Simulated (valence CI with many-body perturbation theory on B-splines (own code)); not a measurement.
The numbers below are computed, except where a source is named.
**Ladder of approximations for Tl LXVII**

Level of theory: relativistic CI+MBPT: five valence electrons over a frozen Dirac-Fock core [Ne], a basis of 9 s, 9 p, 8 d, 6 f, 3 g, 1 h functions for each j, with the one-electron correlation potential Σ1, the two-electron term Σ2, the three-electron term Σ3, Breit, model QED; selected CI, second order for the rest (own B-spline code, finite nucleus).

The last digits are not significant, and no measured levels were compared; by estimate large intervals hold to a few tenths of a per cent, small ones and those within an open d or f shell to about a per cent. Among the levels kept, up to 620 cm⁻¹ of a level comes from second order outside the variational space, and about a tenth of that is noise between levels of different J, which matters for small intervals.

Each rung adds one term. CI alone is the Dirac-Coulomb CI over the frozen core; QED comes last and gives the full result, which names the levels. Energies are above (3s^2 3p1/2^2 3p3/2) J=3/2 on the same rung, in × 10³ cm⁻¹.

Levels are named by their leading jj configuration (3d3/2^4 stands for four electrons in 3d with j = 3/2), which in mixed levels can hold well under half, so a name can repeat and another be missing. Letters in brackets count levels of one name in rising energy.

```
                             Level  CI alone    + Σ1    + Σ2    + Σ3  + Breit    Full
        (3s^2 3p1/2^2 3d3/2) J=3/2    2105.6  2103.4  2100.8  2099.4   2092.6  2081.8
        (3s^2 3p1/2^2 3d5/2) J=5/2    3252.0  3251.4  3247.4  3245.4   3211.9  3203.6
        (3s^2 3p1/2 3p3/2^2) J=3/2    4353.7  4355.6  4357.6  4357.8   4306.7  4310.7
        (3s^2 3p1/2 3p3/2^2) J=5/2    4465.3  4467.2  4468.9  4468.8   4411.0  4414.9
        (3s^2 3p1/2 3p3/2^2) J=1/2    4597.3  4599.3  4600.6  4600.2   4551.1  4555.0
        (3s 3p1/2^2 3p3/2^2) J=5/2    5999.9  5999.4  6000.1  6001.1   5985.9  5942.1
        (3s 3p1/2^2 3p3/2^2) J=3/2    6256.4  6256.1  6255.1  6255.5   6228.9  6197.9
        (3s 3p1/2^2 3p3/2^2) J=1/2    6280.3  6279.9  6279.4  6279.9   6267.1  6227.5
(3s^2 3p1/2 3p3/2 3d3/2) J=5/2 [a]    6439.2  6438.9  6438.3  6437.4   6372.4  6365.4
(3s^2 3p1/2 3p3/2 3d3/2) J=1/2 [a]    6463.0  6462.8  6462.1  6461.2   6404.9  6397.6
(3s^2 3p1/2 3p3/2 3d3/2) J=3/2 [a]    6473.6  6473.3  6472.0  6471.1   6414.7  6403.4
    (3s^2 3p1/2 3p3/2 3d3/2) J=7/2    6556.8  6556.6  6555.9  6554.6   6482.2  6475.5
(3s^2 3p1/2 3p3/2 3d3/2) J=5/2 [b]    6826.2  6826.0  6821.3  6819.0   6757.8  6749.6
(3s^2 3p1/2 3p3/2 3d3/2) J=1/2 [b]    6922.5  6922.2  6916.3  6914.1   6864.3  6851.9
(3s^2 3p1/2 3p3/2 3d3/2) J=3/2 [b]    6941.1  6940.9  6933.2  6931.0   6883.9  6866.4
(3s^2 3p1/2 3p3/2 3d5/2) J=7/2 [a]    7454.3  7455.7  7455.3  7454.3   7369.4  7365.2
    (3s^2 3p1/2 3p3/2 3d5/2) J=9/2    7582.3  7583.6  7583.3  7581.8   7484.6  7480.4
(3s^2 3p1/2 3p3/2 3d5/2) J=3/2 [a]    7575.0  7576.4  7574.3  7572.9   7490.6  7485.7
(3s^2 3p1/2 3p3/2 3d5/2) J=5/2 [a]    7612.1  7613.5  7611.7  7610.1   7520.8  7516.4
(3s^2 3p1/2 3p3/2 3d5/2) J=5/2 [b]    7777.6  7778.9  7774.0  7771.3   7688.7  7683.4
(3s^2 3p1/2 3p3/2 3d5/2) J=7/2 [b]    7806.8  7808.2  7804.6  7802.0   7708.5  7704.1
(3s^2 3p1/2 3p3/2 3d5/2) J=3/2 [b]    7874.2  7875.6  7872.9  7869.9   7787.5  7783.0
    (3s^2 3p1/2 3p3/2 3d5/2) J=1/2    7903.4  7904.8  7900.9  7898.0   7820.8  7815.5
(3s 3p1/2^2 3p3/2 3d3/2) J=5/2 [a]    8069.4  8066.8  8064.9  8064.5   8045.6  7989.4
(3s 3p1/2^2 3p3/2 3d3/2) J=3/2 [a]    8084.3  8081.7  8079.4  8079.1   8063.6  8007.7
(3s 3p1/2^2 3p3/2 3d3/2) J=1/2 [a]    8102.3  8099.7  8097.9  8097.5   8087.0  8030.6
    (3s 3p1/2^2 3p3/2 3d3/2) J=7/2    8176.8  8174.2  8172.2  8171.4   8146.1  8089.6
(3s 3p1/2^2 3p3/2 3d3/2) J=3/2 [b]    8330.3  8327.7  8323.8  8323.0   8300.8  8249.4
(3s 3p1/2^2 3p3/2 3d3/2) J=5/2 [b]    8421.9  8419.3  8415.1  8413.9   8379.4  8335.0
(3s 3p1/2^2 3p3/2 3d3/2) J=1/2 [b]    8460.4  8457.8  8453.0  8451.9   8434.3  8382.6
        (3s^2 3p1/2 3d3/2^2) J=5/2    8685.5  8683.0  8677.1  8674.9   8619.0  8588.4
```

**Question.** How does the ionisation energy move along the ladder, and which term matters most?

**Answer.** CI alone 7575.0, + Σ1 7575.9, + Σ2 7576.1, + Σ3 7575.6, + Breit 7568.6, + QED 7567.6 eV. The largest step is Breit, -7.0 eV. NIST lists 7570 ± 40 eV (theoretical).
